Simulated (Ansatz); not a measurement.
Ba₂O⁺. Charge 1, multiplicity 2. Geometry PBE0-D4/def2-TZVP; atoms count from 1.

```xyz
3

Ba    1.412    1.392   -0.626
Ba   -1.610   -1.072    0.763
O     0.198   -0.320   -0.137
```

In the def2 sets Ba takes a core potential; there is no spin–orbit coupling. The structure comes from a short search, and lower isomers may exist.

Q: Estimate the Mulliken populations from the PBE0/def2-TZVP orbitals of Ansatz.

A: 
| atom | charge (e) | spin (α − β) |
| --- | --- | --- |
| Ba1 | 0.99 | 0.52 |
| Ba2 | 0.99 | 0.52 |
| O3 | -0.97 | -0.03 |
Mulliken values and Mayer orders depend strongly on the basis.

Q: Where does the spin sit?

A: Summed by element: Ba 1.03, O -0.03, of 1 unpaired in all. Largest on single atoms: Ba1 0.52, Ba2 0.52, O3 -0.03.

Q: And the Mayer bond orders between bonded heavy atoms (over 0.3)?

A: Ba1–Ba2 0.53 (4.14 Å); Ba1–O3 0.78 (2.15 Å); Ba2–O3 0.78 (2.15 Å).
